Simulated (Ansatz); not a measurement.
CH$_{5}$F$_{2}$MoNO$_{2}$, SMILES `C[N]=[Mo]([OH])([OH])([F])[F]`, relaxed with RKS PBE0-D4/def2-TZVP in the Gaussian-basis code of Ansatz from a PBE-D4/def2-SVP geometry. The force threshold is 0.005 eV/Å; the program also tests the step.

Total charge 0; spin multiplicity 1. Mo takes the def2 core potential.

Start:

```xyz
12

C    -2.002    0.430    0.316
N    -0.646    0.021    0.292
Mo    1.040   -0.153    0.040
O     1.529   -1.929    0.460
O     1.833    1.401   -0.752
F     0.936   -0.692   -1.796
F     1.739    0.510    1.651
H    -2.617   -0.273    0.920
H    -2.099    1.447    0.757
H    -2.416    0.458   -0.717
H     0.892   -2.662    0.555
H     1.811    1.442   -1.727
```

Task: By how much does the energy fall, and how many steps does the optimiser take? (Estimate.)

Result: The calculation gave: 0.07 eV, in 13 steps.

Task: Which bonds change most? (An estimate is asked.)

Result: Computed: N2–Mo3 from 1.714 to 1.687 Å; Mo3–O4 from 1.889 to 1.868 Å; Mo3–O5 from 1.916 to 1.895 Å; C1–H9 from 1.113 to 1.094 Å.

Task: Give the relaxed structure. (Estimate.)

Result: Ansatz gave: 
```xyz
12

C    -1.995    0.427    0.314
N    -0.638    0.033    0.293
Mo    1.022   -0.149    0.051
O     1.500   -1.915    0.427
O     1.827    1.390   -0.706
F     0.917   -0.652   -1.785
F     1.717    0.474    1.660
H    -2.548   -0.159    1.053
H    -2.079    1.489    0.565
H    -2.439    0.261   -0.673
H     0.886   -2.652    0.467
H     1.830    1.453   -1.666
```
